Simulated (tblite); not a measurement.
**Question.** Write Cartesian coordinates for `C=C1C=C/C1=C/S[SiH2]OC` as optimised with GFN2-xTB.

**Answer.** 
```
atom  x, y, z in Å
C1    -2.3489   -2.3294   -0.5153
C2    -2.4007   -1.1044   -0.0246
C3    -3.3536   -0.2879    0.7510
C4    -2.5297    0.7848    0.7493
C5    -1.4949    0.0830   -0.0222
C6    -0.2946    0.3948   -0.4953
S7     0.7155   -0.7258   -1.4033
Si8    2.4517    0.5214   -1.7343
O9     2.8155    1.3316   -0.3850
C10    3.0278    0.8760    0.9222
H11   -3.1590   -3.0268   -0.3793
H12   -1.4907   -2.6677   -1.0694
H13   -4.3288   -0.4880    1.1526
H14   -2.5842    1.7806    1.1483
H15    0.1299    1.3755   -0.3391
H16    3.4440   -0.4459   -2.1712
H17    2.1405    1.6407   -2.5997
H18    2.2645    0.1503    1.2140
H19    2.9793    1.7383    1.5878
H20    4.0113    0.4097    1.0069
```

Any rigid rotation of these coordinates is as good. Atoms count from 1 in this order. The 6 C–C bonds span 1.321 Å (C1=C2, drawn double) to 1.493 Å (C2–C5, drawn single), a spread of 0.172 Å. Of the pairs four or more bonds apart, S7···H12 is among the closest relative to their van der Waals radii: 2.96 Å, 99 % of the sum of Bondi's values. Si8 (oxygen-bound silicon) is distorted tetrahedral (angles from 99.2° to 118.8°). The 4-membered ring C2–C3–C4–C5 has internal angles of 87.2° to 92.9°; it is planar, 0.00 Å rms from its mean plane, widest ring torsion 0°.

Bonds between heavy atoms (Å): C1=C2 1.321, C2–C3 1.475, C3=C4 1.353, C4–C5 1.469, C5=C6 1.327, C6–S7 1.761, S7–Si8 2.163, Si8–O9 1.615, O9–C10 1.400, C2–C5 1.493.

Computed geometry: GFN2-xTB, gas phase.

Point group: C1 (no symmetry element, even within 0.4 Å). Its GFN2-xTB frequencies are all real (lowest 16 cm⁻¹). One conformer, not necessarily the lowest (C5–C6–S7–Si8 -179°, C6–S7–Si8–O9 43°, S7–Si8–O9–C10 53°). 3 starts were optimised and ended at 0.00, 0.18 and 0.42 kcal/mol (GFN2-xTB); the lowest of these is shown.

Hardware: Arm Neoverse N1, one thread (shared host). Cost: 2.3 s wall. That covers the optimisation of the geometry.
